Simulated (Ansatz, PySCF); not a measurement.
Process, species as SMILES: N[SiH2][SiH2]N -> N[SiH][SiH2]N + H atom (the H-Si bond at the site shown breaks; other sites are not compared here)
Each molecule is optimised on its own at B3LYP-D3(BJ)/def2-TZVP (Ansatz, an electronic-structure program), one conformer each, not searched for the lowest. Frequencies are from Ansatz or PySCF.
Geometry of the first species:
```xyz
12

N     -1.5628     0.1500     1.1628
Si    -1.1791    -0.3618    -0.4480
Si     1.1313     0.0320    -0.6641
N      1.6528     0.4706     0.9295
H     -2.4916     0.0239     1.5356
H     -1.1507     1.0057     1.5034
H     -1.5239    -1.8019    -0.5579
H     -1.9335     0.3221    -1.5390
H      1.4325     1.1718    -1.5668
H      1.8131    -1.1530    -1.2625
H      2.6048     0.7575     1.0990
H      1.2889    -0.0520     1.7122
```

Quantity: bond dissociation energy (enthalpy at 298 K, with B3LYP-D3(BJ) rigid-rotor harmonic-oscillator terms), in kcal/mol. Valence correlation only, unless marked. Open shells are spin-unrestricted. Spin-orbit coupling is left out. No relativistic terms. CBS(X,Y): correlation extrapolated as X^-3; Hartree-Fock from the larger set.

CCSD(T)/CBS(cc-pV(T+d)Z,cc-pV(Q+d)Z) (Ansatz) gives 87.4 kcal/mol.

Q: Another calculation gave 86.5 kcal/mol. Which level was it?
A. wB97X-V/def2-TZVPD (Ansatz)
B. PBE/def2-TZVPD (Ansatz)
C. r2SCAN0/def2-TZVPD (Ansatz)

A: A, wB97X-V/def2-TZVPD (Ansatz). The others give 82.2 (r2SCAN0), 79.0 (PBE) kcal/mol.
